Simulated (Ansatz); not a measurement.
The cluster W2O4⁺, relaxed as a doublet with UKS r2SCAN-D4/def2-SVP in Ansatz, starting from the GFN2-xTB geometry. Force threshold 0.02 eV/Å.

In the def2 sets W takes a core potential; there is no spin–orbit coupling. The structure holds 1 bond(s) between oxygen atoms. The charge 1 doublet is spin-contaminated (final ⟨S²⟩ up to 1.19, 0.75 for a pure state). The relaxation made no stability test and no search for a lower SCF solution. No other spin state of charge 1 was run. Another isomer (doublet) lies 4.60 eV lower at PBE0-D4/def2-TZVP; other spin states weren't run for this one.

Start:

```xyz
6

W     0.646    0.069    0.974
W    -1.106    0.967   -0.828
O     1.737   -1.261    0.326
O     0.795   -1.704    1.321
O    -2.750    0.907   -0.902
O     0.678    1.021   -0.891
```

```tsv
step	energy (eV)	largest force component (eV/Å)	SCF passes
1	-11819.2898	6.525	71
2	-11820.8736	2.603	45
3	-11821.3869	3.160	45
4	-11821.6506	2.245	44
5	-11821.8068	1.135	42
6	-11821.8560	0.729	41
7	-11821.8684	0.725	41
8 (rejected)	-11821.8299	1.705	40
9	-11821.8845	0.401	39
10 (rejected)	-11821.8837	0.149	36
11	-11821.8870	0.063	31
12	-11821.8871	0.051	31
13	-11821.8873	0.025	33
14 (rejected)	-11821.8873	0.036	32
15	-11821.8873	0.006	34
```

Force components are those of the run's own axes.

End:

```tsv
atom	x (Å)	y (Å)	z (Å)
W1	0.663	0.326	0.780
W2	-0.975	1.012	-0.976
O3	1.175	-1.350	0.064
O4	0.365	-1.476	1.273
O5	-2.357	0.187	-0.485
O6	1.129	1.301	-0.655
```

By distances, no bond broke or formed. The bond that changes most is W2–O6, from 1.79 to 2.15 Å (atoms count from 1).

No frequencies were taken in this run, so the end may be a saddle point.

Hardware: 4 threads of Arm Neoverse V2 on a shared host. Wall time 68 s.
